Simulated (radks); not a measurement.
Polarisabilities and homonuclear dispersion coefficients (atomic units). Level of theory: non-relativistic Kohn-Sham, LDA (Slater exchange, VWN5 correlation), spin-polarised, spherical densities, point nucleus (a radial shooting solver on a logarithmic mesh with Libxc functionals). Response by self-consistent Sternheimer equations with the Hartree and adiabatic LDA kernel. For heavy and open-shell atoms this level of theory can miss by tens of per cent. "Uncoupled" leaves out the induced potential. Quadrupole and octupole values are given only where no p, d or f shell is open. The Sternheimer factor gamma scales a distant field gradient at the nucleus by 1 - gamma.

| species | configuration | alpha1 (bohr^3) | alpha1, uncoupled | alpha2 (bohr^5) | alpha3 (bohr^7) | C6 | C8 | Sternheimer gamma | recommended alpha1 |
|---|---|---|---|---|---|---|---|---|---|
| Cd | [Kr] 4d10 5s2 | 52.78 | 100.4 | 527.2 | 9444 | 480.7 | 26590 | -20.6 | 46 +/- 2 |
| In+ | [Kr] 4d10 5s2 | 26.32 | 51.24 | 149.0 | 1543 | 181.3 | 5979 | -17.7 | - |
| Sn2+ | [Kr] 4d10 5s2 | 16.55 | 32.04 | 65.06 | 478.2 | 92.85 | 2195 | -15.8 | - |
| Sb3+ | [Kr] 4d10 5s2 | 11.56 | 22.13 | 34.59 | 197.1 | 54.81 | 1009 | -14.4 | - |
| Te4+ | [Kr] 4d10 5s2 | 8.582 | 16.25 | 20.61 | 95.78 | 35.22 | 529.4 | -13.2 | - |
| I5+ | [Kr] 4d10 5s2 | 6.641 | 12.44 | 13.24 | 51.97 | 23.97 | 303.4 | -12.3 | - |
| Xe6+ | [Kr] 4d10 5s2 | 5.293 | 9.824 | 8.979 | 30.57 | 17.01 | 185.3 | -11.4 | - |
| Cs7+ | [Kr] 4d10 5s2 | 4.315 | 7.942 | 6.339 | 19.19 | 12.47 | 118.8 | -10.7 | - |
| Ba8+ | [Kr] 4d10 5s2 | 3.582 | 6.542 | 4.619 | 12.76 | 9.376 | 79.09 | -9.99 | - |

Recommended values: Schwerdtfeger and Nagle, table of static dipole polarisabilities (2023 update), measured or computed.

Beside tabulated values, note that relativity, absent from the non-relativistic runs, is large for the heavy elements.
